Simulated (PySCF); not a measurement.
Chromium: a sound run and one with changed settings

Sound run: Cr⁺ [Ar] 3d5, Cr²⁺ [Ar] 3d4. Computed with PySCF 2.14 in cc-pVTZ-DK (7s6p4d2f1g, 68 functions), with the spin-free X2C one-electron Hamiltonian (Gaussian nucleus). In the sound run the correlated levels freeze [Ar]. The sound run starts from symmetry-adapted Hartree-Fock orbitals and uses a fine grid where one is needed.

Changed run: basis STO-3G, all-electron and non-relativistic. This setting is unsound on purpose.

```
species  method  sound run (hartree)  changed run (hartree)  converged
    Cr⁺     UHF          -1049.43361            -1032.00295        yes
    Cr⁺   M06-L          -1050.45415            -1032.86932        yes
    Cr⁺   B3LYP          -1050.54187            -1032.83265        yes
    Cr⁺     MP2          -1049.51015            -1032.00330        yes
   Cr²⁺     UHF          -1048.88210            -1031.74017        yes
   Cr²⁺   M06-L          -1049.85346            -1032.56965        yes
   Cr²⁺   B3LYP          -1049.92262            -1032.54594        yes
   Cr²⁺     MP2          -1048.92285            -1031.74029        yes
```

Ionisation energy of Cr⁺:

| method | sound run (eV) | changed run (eV) |
| --- | --- | --- |
| UHF | 15.007 | 7.151 |
| M06-L | 16.346 | 8.155 |
| B3LYP | 16.851 | 7.802 |
| MP2 | 15.981 | 7.157 |
| SCS-MP2 | 15.332 | 7.153 |

A minimal basis cannot let orbitals breathe on ionisation and holds almost no correlation. The Hamiltonian changed with the basis, so the totals do not compare.

For comparison, NIST gives 16.486 eV between the lowest levels.
